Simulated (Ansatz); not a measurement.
Species: C₅H₆, charge 0, singlet. C5H6 (2-methylbut-1-en-3-yne, SMILES C#CC(=C)C).
B3LYP-D3(BJ)/def2-TZVP minimum from Ansatz (a program for electronic structure):
```xyz
11

C      2.0856    -0.4737     0.5095
C      0.9661    -0.1410     0.2221
C     -0.3803     0.1948    -0.1121
C     -0.7237     1.4527    -0.4049
C     -1.3655    -0.9454    -0.1112
H      3.0790    -0.7521     0.7615
H      0.0035     2.2525    -0.3982
H     -1.7455     1.7038    -0.6579
H     -1.0607    -1.7162    -0.8223
H     -1.4067    -1.4159     0.8734
H     -2.3627    -0.5964    -0.3765
```
Charge 0, spin multiplicity 1.

Total energies in cc-pVDZ, 26 correlated electrons, 5 frozen orbitals. Open shells are spin-unrestricted; no spin-orbit coupling. Correlated methods leave the cores frozen. No relativity. The restricted determinant of C5H6 (C#CC(=C)C, singlet) is unstable towards broken spin symmetry in at least one set run.

```
method    program  energy (Eh)  minus CCSDT(Q) (mEh)
--------  -------  -----------  --------------------
HF         Ansatz   -192.76286                733.25
MP2        Ansatz   -193.42016                 75.96
CCSD       Ansatz   -193.46518                 30.94
CCSD(T)    Ansatz   -193.49303                  3.08
CCSDT(Q)   Ansatz   -193.49611                  0.00
```

Rough core times of Ansatz's runs on a shared machine: CCSD(T) under 20 s, CCSDT(Q) 60 min.
